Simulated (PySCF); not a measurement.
[Tl(H2O)]3+: from a saddle point downhill

PySCF 2.14.0, RKS PBE0, Tl def2-SVP with ECP60, O def2-SVP, H def2-SVP; non-relativistic Hamiltonian with scalar-relativistic core potentials where named; density fitting; no spin-orbit coupling. Relaxed within the symmetry of its start, the geometry (C2v) is

```xyz
4

Tl    0.0000    0.0000   -0.1766
O     0.0000    0.0000    1.9513
H     0.8830    0.0000    2.4751
H    -0.8830    0.0000    2.4751
```

and its lowest harmonic modes are -935, 419, 876, 1438, 3016, 3140 cm⁻¹ (negative: unstable). It was moved along the lowest mode and relaxed again, within the group Cs that the move left.

Q: Where does it end, and how much lower?

A: In Cs, 0.211 eV lower, after 7 steps:
```xyz
4

Tl    0.0000   -0.0202   -0.2490
O     0.0000    0.1233    2.0207
H     0.8308   -0.2822    2.4766
H    -0.8308   -0.2822    2.4766
```

Q: How do the contacts change?

A: 
| contact | saddle (Å) | end (Å) |
| --- | --- | --- |
| Tl1–O2 (H2O) | 2.128 | 2.274 |


Q: Is the end a minimum?

A: Yes; lowest modes 258, 888, 920, 1459, 3030, 3097 cm⁻¹.

State: singlet.
